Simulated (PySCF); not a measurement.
Sn(I)2, SMILES [I][Sn][I] (I₂Sn), B3LYP/def2-SVP optimised geometry. Atoms within 1.6 Å of the plane z = 0.0 Å (x, y, z in Å): Sn1 (-1.09, -1.36, 0.00), I2 (-1.69, 1.36, 0.00), I3 (1.69, -1.36, 0.00).

Level of theory: B3LYP/def2-TZVP, def2 effective core potentials past Kr (PySCF). The core electrons that the potentials of I, Sn replace are not part of the density. Cells within 0.4 Å of a nucleus heavier than hydrogen are left out (blank, or x).

Map of the electron localisation function on the plane z = 0.0 Å:

```
|00000000000000000000000000000|
|00000001111100000000000000000|
|00001122333321000000000000000|
|00012345555543200000000000000|
|01234667777775420000000000000|
|02456788888887631000000000000|
|13578875457898752000000000000|
|25788742333798752000000000000|
|36788538x83488751000000000000|
|4689844xxx6388741000000000000|
|4689843xxx5378620000011100000|
|36789625752587410001343310000|
|25688853224775200025666542100|
|13567777677753101367888764200|
|01244566665432113688999875310|
|00011233322222236787789986420|
|00001132223322257753236887521|
|00001342378742267525752687531|
|000145435xxx7226735xxx4477531|
|001367536xxx8326726xxx4477531|
|0026886348x862257338x73587531|
|00379984346532357632324787520|
|00379997433333336775568886420|
|00279999865553225788999875310|
|00158999998752114688988764200|
|00026899998741002567877653100|
|00002588887410001356665421000|
|00000135553100000123333210000|
|00000001110000000001110000000|
```
Scale: ten equal steps from 0.000 (start of '0') to 0.908 (end of '9'), in the order '0123456789'; x runs from -4.00 to 4.00, y from -4.00 (bottom) to 4.00 (top).
